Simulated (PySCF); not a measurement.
GeH2ClBr, SMILES [Cl][GeH2][Br]. Atoms are numbered in the order given.

```xyz
5

Ge     0.6860     0.5462     0.0000
Cl    -0.8584     2.0502     0.0000
Br    -0.2953    -1.5348     0.0000
H      1.4880     0.6945     1.2925
H      1.4880     0.6945    -1.2925
```

Coordinates come from a r2SCAN-D4/def2-SVP optimisation.

Level of theory: PBE/pcSseg-1 run with PySCF.

GIAO shieldings, no solvent; atoms alike by connectivity are averaged. δ = σ(ref) − σ: ⁷³Ge against GeH4 (σ = 1614.4 ppm); ³⁵Cl against HCl (σ = 936.5 ppm); ¹H against TMS (σ = 31.49 ppm), references at their B3LYP-D3(BJ)/def2-TZVP geometries, non-relativistic (without spin–orbit terms, shifts of atoms bonded to Cl or Br come out too high).

Task: Estimate the chemical shifts. (The exact figures need the calculation; the answer reports its results.)

Result: 
```
nucleus   atoms  count  δ (ppm)
-------  ------  -----  -------
⁷³Ge        Ge1      1    416.1
³⁵Cl        Cl2      1     79.1
¹H       H4, H5      2     6.85
```
